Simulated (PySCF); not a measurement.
**Xe²⁺ (xenon, charge +2) across methods**

[Kr] 4d10 5s2 5p3 6s1, high-spin 5S determinant (an excited configuration). Computed with PySCF 2.14 in aug-cc-pVQZ-PP with ECP28MDF (7s7p5d3f2g, 92 functions), with scalar relativity through the core potential.

| method | E (hartree) | mean ε 5s β (eV) | mean ε 5p α (eV) | mean ε 6s α (eV) | Σ⟨r²⟩ (bohr²) | ⟨S²⟩ |
| --- | --- | --- | --- | --- | --- | --- |
| UHF | -326.62532 | -44.582 | -36.598 | -15.389 | 54.22 | 6.001 |
| PBE | -327.5932 | -41.501 | -31.151 | -13.725 | 52.58 | 6.001 |
| PBE0 | -327.6168 | -42.647 | -32.729 | -14.237 | 52.80 | 6.001 |
| TPSS | -327.4775 | -41.301 | -31.323 | -13.556 | 52.80 | 6.001 |
| BLYP | -327.5572 | -41.728 | -30.786 | -13.562 | 52.58 | 6.000 |
| r2SCAN | -327.7111 | -41.536 | -31.840 | -13.659 | 53.05 | 6.001 |
| LDA | -327.1404 | -42.068 | -31.206 | -13.951 | 52.30 | 6.000 |
| B97-3 | -327.6623 | -42.648 | -32.661 | -14.117 | 52.75 | 6.001 |

Question: Estimate the same row for M06-2X.

Answer: E (hartree) = -327.5529; mean ε 5s β (eV) = -42.774; mean ε 5p α (eV) = -34.156; mean ε 6s α (eV) = -14.816; Σ⟨r²⟩ (bohr²) = 52.67; ⟨S²⟩ = 6.002.

Energies and moments cover only the electrons outside the core potential. The outer electron is Rydberg-like, and this basis confines it to a smaller radius and binds it less than a complete one would.
